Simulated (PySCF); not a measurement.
Q: What does the PBE0-D3(BJ)/def2-SVP structure of `CCC1=CC=C(N)C=C1` (4-ethylaniline) look like in three dimensions?

A: 
Z-matrix in Å and degrees, rows numbered from 1:
```
C 
C   1  1.5266
C   2  1.5055  1  113.01
C   3  1.3991  2  121.44  1    88.27
C   4  1.3902  3  121.83  2  -177.59
C   5  1.4044  4  120.74  3     0.11
N   6  1.3828  5  121.08  4   177.67
C   6  1.4044  5  117.77  4    -0.16
C   8  1.3903  6  120.75  5     0.16
H   1  1.1014  2  111.51  3   179.94
H   1  1.1011  2  110.93  3    59.49
H   1  1.1011  2  110.94  3   -59.61
H   2  1.1028  1  109.40  3   122.10
H   2  1.1027  1  109.40  3  -122.09
H   4  1.0944  3  119.28  2     2.79
H   5  1.0938  4  119.85  3  -179.86
H   7  1.0114  6  116.08  5    23.04
H   7  1.0114  6  116.08  5   159.17
H   8  1.0937  6  119.40  5  -179.82
H   9  1.0944  3  119.28  2    -2.78
```

N7 (aniline-type nitrogen) is pyramidal (angles 116.1°, 116.1° and 112.8°, sum 345.0°, 0.25 Å off the plane of its three neighbours). The C–C distances run from 1.390 Å (C4–C5, aromatic) to 1.527 Å (C1–C2, drawn single), a spread of 0.137 Å. Of the pairs four or more bonds apart, H16···H17 is among the closest relative to their van der Waals radii: 2.43 Å, 101 % of the sum of Bondi's values. The 6-membered ring C3–C4–C5–C6–C8–C9 has internal angles of 117.1° to 121.8° (sum 720°, against 720° for a flat polygon); it is planar, 0.00 Å rms from its mean plane, widest ring torsion 0°.

Theory: PBE0-D3(BJ)/def2-SVP geometry optimisation, gas phase (PySCF 2.14.0).

Point group: Cs (tolerance 0.08 Å). PBE0-D3(BJ)/def2-SVP frequencies: not computed here. One conformer, not necessarily the lowest (C1–C2–C3–C4 88°).

The run took 64 s wall on Arm Neoverse V2, one thread, on a shared host, and the process peaked at 0.83 GiB of memory. These figures are those of the optimisation.
